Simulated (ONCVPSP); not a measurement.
**u(r) = r·R(r): atom against pseudo-atom (Pt (Z = 78))**

Columns: radius, all-electron u(r) and pseudo u(r) of the 5p shell (level -51.04 eV) of platinum in the configuration [Kr] 4d10 4f14 5s2 5p6 5d9 6s1; PBE, non-relativistic, ONCV scheme, ONCVPSP 4.0.1.

```
r (bohr)  all-electron  pseudo
   0.078       -0.0125  0.0107
   0.155        0.3848  0.0424
   0.232       -0.0538  0.0960
   0.310       -0.4932  0.1729
   0.388       -0.5703  0.2715
   0.465       -0.3629  0.3868
   0.542       -0.0293  0.5143
   0.620        0.3203  0.6479
   0.698        0.6183  0.7761
   0.775        0.8391  0.8875
   0.852        0.9860  0.9757
   0.930        1.0678  1.0352
   1.008        1.0957  1.0626
   1.085        1.0832  1.0590
   1.162        1.0427  1.0289
   1.240        0.9828  0.9769
   1.318        0.9120  0.9103
   1.395        0.8368  0.8366
   1.472        0.7605  0.7605
   1.550        0.6850  0.6850
   1.628        0.6130  0.6130
   1.705        0.5465  0.5465
   1.782        0.4851  0.4851
   1.860        0.4285  0.4285
   1.938        0.3773  0.3773
   2.015        0.3319  0.3319
```

(1) How many radial nodes do the two functions have?

(2) At about which radius was the pseudo-wave matched?

(3) Where does each function peak?

(4) Is the pseudo-wave norm-conserving?

Answers

(1) The all-electron 5p function has n − l − 1 = 3; the pseudo-wave has 0, since the states of the same l below it are removed with the core.

(2) 1.50 bohr. The columns agree to 0.0005 from 1.40 bohr on; several derivatives are matched, so the curves merge somewhat inside the radius.

(3) Outermost all-electron maximum near 1.01 bohr, pseudo maximum near 1.01 bohr (to the table’s step).

(4) Yes: the ONCV scheme keeps the norm inside the radius equal to the all-electron one, which fixes the energy derivative of the logarithmic derivative at the level.
